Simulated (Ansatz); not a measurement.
Geometry optimisation, Ansatz 0.2.0, RKS PBE-D4/def2-SVP.

The input (input.yaml):

```yaml
crystal:
  periodic: [false, false, false]
  atoms:
    - { symbol: W, position_ang: [0.365912, 0.388625, -0.360094] }
    - { symbol: F, position_ang: [-0.34474, -0.380608, 2.517736] }
    - { symbol: F, position_ang: [1.983781, 0.252052, -1.292942] }
    - { symbol: F, position_ang: [0.157352, 1.991941, -1.301161] }
    - { symbol: F, position_ang: [-1.287809, 0.731945, 0.417547] }
    - { symbol: F, position_ang: [0.782187, -1.257013, 0.398874] }
    - { symbol: Cl, position_ang: [-0.712648, -0.759407, -2.03999] }
    - { symbol: Cl, position_ang: [1.491384, 1.610913, 1.33218] }
    - { symbol: H, position_ang: [0.206581, 0.173853, 3.025651] }
basis:
  gaussian: { orbitals: def2-SVP }
hamiltonian:
  xc: pbe
  dispersion: d4
relax:
  f_tol: 0.03
  max_steps: 50
```

Launched with:

```bash
$ ansatz run input.yaml --threads 4 --pin off --max-ram 5120MiB --backend cpu --events-out ev --progress --plain --runs-dir out
```

**Question.** Where does it end, and by what steps?

**Answer.** The forces met the threshold. The force dipped under the threshold on the way, but the program's further checks kept it going. After 9 steps the energy has fallen by 0.144 eV; F2 moved furthest, 0.49 Å.

```
step  energy less start (eV)  largest force component (eV/Å)  accepted
   0                  0.0000                           0.377       yes
   1                 -0.0790                           0.678       yes
   2                 -0.0882                           1.304       yes
   3                 -0.1346                           0.320       yes
   4                 -0.1406                           0.125       yes
   5                 -0.1411                           0.124       yes
   6                 -0.0940                           1.571        no
   7                 -0.1442                           0.024       yes
   8                 -0.1396                           0.486        no
   9                 -0.1443                           0.023       yes
```

```xyz
9
Properties=species:S:1:pos:R:3
W 0.380 0.394 -0.470
F -0.373 -0.418 3.010
F 2.033 0.261 -1.326
F 0.141 2.046 -1.308
F -1.259 0.607 0.386
F 0.690 -1.239 0.365
Cl -0.646 -0.675 -2.224
Cl 1.431 1.490 1.307
H 0.244 0.286 2.957
```

Whether the end is a true minimum wasn't checked by a vibrational analysis.

Time of the run: 25 s on 4 threads of Arm Neoverse V2, on a shared host, peak memory 0.22 GiB.
